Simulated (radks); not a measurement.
All-electron atom: Rb+ in [Kr]. Calculated with a radial shooting solver on a logarithmic mesh with Libxc functionals: Dirac Kohn-Sham, BLYP, spin-unpolarised, spherical densities, finite nucleus; Fermi nuclear charge, rms radius 4.2036 fm.

Normalised radial functions P(r) = r R(r) (large component), r in bohr:

```
   r/bohr * 3p3/2, o 4p3/2 (the largest magnitude, 1.5, reaches the edge; | marks zero, & curves that meet)
 0.002027                             &
 0.002304                             &
 0.002639                             &
 0.003024                             &
 0.003437                             &
 0.003937                             &
 0.004475                             &
 0.005127                             &
 0.005827                             &
 0.006676                             &
 0.007649                             o*
 0.008693                             o*
  0.00996                             o*
  0.01132                             o*
  0.01297                             o*
  0.01486                             |o*
  0.01689                             |o*
  0.01935                             |o *
  0.02199                             |o *
  0.02519                             |o  *
  0.02886                             | o  *
   0.0328                             | o   *
  0.03758                             | o    *
  0.04271                             |  o     *
  0.04894                             |  o      *
  0.05562                             |   o      *
  0.06372                             |   o        *
  0.07301                             |   o         *
  0.08297                             |   o         *
  0.09506                             |    o         *
    0.108                             |   o         *
   0.1238                             |   o        *
   0.1418                             |  o      *
   0.1612                             | o    *
   0.1847                             o *
   0.2099                          * o|
   0.2405                    *     o  |
   0.2733              *         o    |
   0.3131         *             o     |
   0.3587     *                o      |
   0.4077  *                   o      |
   0.4671  *                    o     |
   0.5309   *                     o   |
   0.6082      *                     o|
   0.6968          *                  | o
    0.792               *             |    o
   0.9074                   *         |        o
    1.031                      *      |           o
    1.181                         *   |             o
    1.354                           * |              o
    1.538                            *|              o
    1.763                             *             o
    2.003                             *           o
    2.295                             *         o
    2.609                             *       o
    2.989                             *     o
    3.424                             *   o
    3.891                             * o
    4.458                             *o
    5.067                             *o
    5.805                             &
```

3p3/2: eigenvalue -227.38 eV, 1 radial node at r = 0.195 bohr, <r> = 0.522 bohr, 90 % of the charge inside 0.795 bohr. 4p3/2: eigenvalue -21.183 eV, 2 radial nodes at r = 0.189, 0.645 bohr, <r> = 1.73 bohr, 90 % of the charge inside 2.63 bohr.
